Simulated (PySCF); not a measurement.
CH4BFS, SMILES CB(F)S.

Geometry optimised at B3LYP-D3(BJ)/def2-SVP. Other conformers were not sampled.

All values below come from TDDFT-PBE0/def2-SVPD (PySCF).

Vertical excitations. Gas-phase values at a fixed geometry. State labels are in the subgroup Cs.

Q: Estimate the UV-visible absorptions. (Estimate from the structure and the level; the computed values follow.)

A: 
```
state  symmetry  energy (eV)  λ (nm)      f                              main pairs
-----  --------  -----------  ------  -----  --------------------------------------
S1           A"         6.56     189  0.020                        HOMO→LUMO+1 88 %
S2           A'         6.80     182  0.166                          HOMO→LUMO 93 %
S3           A"         6.97     178  0.000                        HOMO−1→LUMO 97 %
S4           A"         7.50     165  0.045                        HOMO→LUMO+2 81 %
S5           A'         7.73     160  0.016                      HOMO−1→LUMO+1 97 %
S6           A"         8.21     151  0.001                        HOMO→LUMO+3 91 %
S7           A"         8.51     146  0.011                        HOMO→LUMO+4 97 %
S8           A'         8.66     143  0.215    HOMO−1→LUMO+2 69 %, HOMO→LUMO+5 27 %
S9           A'         8.82     141  0.053    HOMO→LUMO+5 69 %, HOMO−1→LUMO+2 24 %
S10          A"         8.83     140  0.000                        HOMO−2→LUMO 96 %
T1           A'         5.51     225      0                          HOMO→LUMO 98 %
T2           A"         6.12     203      0      HOMO→LUMO+1 74 %, HOMO→LUMO+2 19 %
T3           A"         6.40     194      0                        HOMO−1→LUMO 92 %
T4           A'         7.14     174      0  HOMO−1→LUMO+1 69 %, HOMO−1→LUMO+2 21 %
```
Triplets are in the Tamm–Dancoff approximation, which puts them higher than full response would, so one can lie above its singlet here.
